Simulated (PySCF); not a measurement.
# Fe²⁺: ionisation energy

Fe²⁺ [Ar] 3d6 (5D) → Fe³⁺ [Ar] 3d5 (6S), as a difference of total energies. Calculation: PySCF 2.14, in ANO-RCC-VTZP; scalar relativity by spin-free X2C-1e. Correlated levels: valence: [Ar] frozen. The calculations carry no spin-orbit coupling.

```
           method  ionisation energy (eV)
              UHF                  28.581
    MP2 (valence)                  30.150
SCS-MP2 (valence)                  30.317
   CCSD (valence)                  30.106
CCSD(T) (valence)                  30.141
```

Question: How much does correlation contribute at CCSD(T) (valence)?

Answer: 30.141 − (28.581) = 1.560 eV, measured against UHF.

A first-order spin-orbit estimate (lowest level to lowest level, LS coupling) adds 0.060 eV.

Errors of the correlated levels include the incompleteness of this basis and the frozen core.

For comparison: 30.651 ± 0.012 eV (measured; NIST Atomic Spectra Database, ionization energies).
